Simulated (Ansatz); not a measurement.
Program: Ansatz. Geometries: PBE0-D4/def2-TZVP. ΔE: electronic, gas phase. CBS: MP2 limit from def2 TZ/QZ plus the TZ coupled-cluster correction, frozen cores. DFT in def2-TZVPP. B3LYP here is the variant with VWN-RPA as its local correlation; programs differ in this. For Se outer-core shells are correlated without core-valence functions, which leaves a few kJ/mol of doubt a bond. Scalar relativity is left out up to krypton. Each species was taken in one conformer, which may not be the lowest.

Reaction (substitution at a C–Se bond): `B[Se]C(C)O` + `O[SiH3]` → `CC(O)O[SiH3]` + `B[SeH]`

`B[Se]C(C)O`:

```xyz
12

B    -1.825   -1.601   -0.424
Se   -0.025   -1.270   -0.878
C     0.255    0.510   -0.005
C     1.551    0.514    0.758
O     0.303    1.527   -0.954
H    -2.425   -0.813    0.245
H    -2.319   -2.608   -0.826
H    -0.609    0.608    0.660
H     2.393    0.333    0.087
H     1.546   -0.252    1.533
H     1.691    1.492    1.225
H    -0.536    1.560   -1.422
```

`O[SiH3]`:

Cartesian coordinates in Å:
```
O -1.257 -0.244 -0.054
Si 0.366 0.023 -0.147
H -1.691 -0.076 0.783
H 0.707 1.444 0.140
H 0.755 -0.317 -1.535
H 1.120 -0.830 0.813
```

`CC(O)O[SiH3]`:

Z-matrix (Å, degrees):
```
C
C 1 1.507
H 1 1.091 2 110.5
H 1 1.091 2 109.2 3 -120.0
H 1 1.091 2 110.1 3 120.3
O 2 1.389 1 107.8 3 -179.7
O 2 1.414 1 111.4 3 61.2
H 2 1.104 1 110.6 3 -59.0
H 6 0.962 2 108.1 1 -175.8
Si 7 1.644 2 124.5 1 -86.8
H 10 1.480 7 106.4 2 -169.0
H 10 1.491 7 110.1 2 -49.1
H 10 1.488 7 112.0 2 71.1
```

`B[SeH]`:

```xyz
5

B     0.055   -0.559    0.301
Se   -0.914    0.934   -0.359
H     1.230   -0.646    0.144
H    -0.590   -1.382    0.872
H     0.220    1.654   -0.958
```

| level | ΔE (kJ/mol) |
| --- | --- |
| PBE-D4 | 20.3 |
| ωB97M-V | 10.0 |
| B3LYP | 10.5 |
| HF/def2-TZVPP | -8.9 |
| CCSD/def2-TZVPP | 10.3 |
| CCSD(T)/def2-TZVPP | 14.2 |
| HF/CBS(def2) | -9.3 |
| CCSD/CBS(def2) | 14.1 |

(1) What does CCSD(T)/CBS give? (Best estimate.)

Largest T1 diagnostic among the species: 0.013.

Answers

(1) Computed: +18.1 kJ/mol. The listed levels differ from it by 2.2, -8.1, -7.6, -27.0, -7.8, -3.9, -27.4, -4.0 kJ/mol.

In def2-TZVPP, CCSD(T) changes the Hartree–Fock value by +23.1 kJ/mol (the triples alone add +3.9 kJ/mol) and MP2 by +32.8 kJ/mol. From PBE to PBE0 (25 % exact exchange), in def2-TZVPP and without D4, ΔE moves by −5.3 kJ/mol.
